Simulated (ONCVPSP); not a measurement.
# V: excitation energies, all-electron against ONCV

ONCVPSP 4.0.1 input, shortened (lines: element, Z, core and valence counts, functional; n l f; lmax; l rc ep ncon nbas qcut; lloc lpopt rc5 dvloc0; l nproj debl; icmod fcfact rcfact), PBE, fully relativistic:

```
  V 23.00    3    4        4      upf
    1    0    2.00
    2    0    2.00
    2    1    6.00
    3    0    2.00
    3    1    6.00
    3    2    3.00
    4    0    2.00
    2
    0    1.60    0.00    4    8    7.60
    1    1.30    0.00    4    8    8.50
    2    1.20    0.00    4    9   11.70
    4    5    0.95    2.00
    0    2    3.70
    1    2    0.40
    2    1    1.70
    0    0.00    0.00
```

Open shells are filled in proportion to 2j + 1.

In the p channel the program set the typed energies aside and used -1.608, 0.250 Ha (j = l + 1/2; the other j can differ).

Energies are relative to the spin-unpolarised reference configuration 3s2 3p6 3d3 4s2; without spin polarisation the order of configurations can differ from experiment.

| valence configuration | charge | ΔE all-electron (eV) | error AE − PS (meV) |
| --- | --- | --- | --- |
| 3s2 3p6 3d3 4s1 | +1 | 7.735 | +0.4 |
| 3s2 3p6 3d3 4s0 | +2 | 22.031 | +1.9 |

(1) What are ΔE and the potential's error for 3s2 3p6 3d2 4s2 4p1?

(2) What are ΔE and the potential's error for 3s2 3p6 3d2 4s0?

Answers

(1) ΔE = 5.777 eV all-electron; the error (AE − PS) is +11 meV.

(2) ΔE = 50.928 eV all-electron; the error (AE − PS) is +2.1 meV.
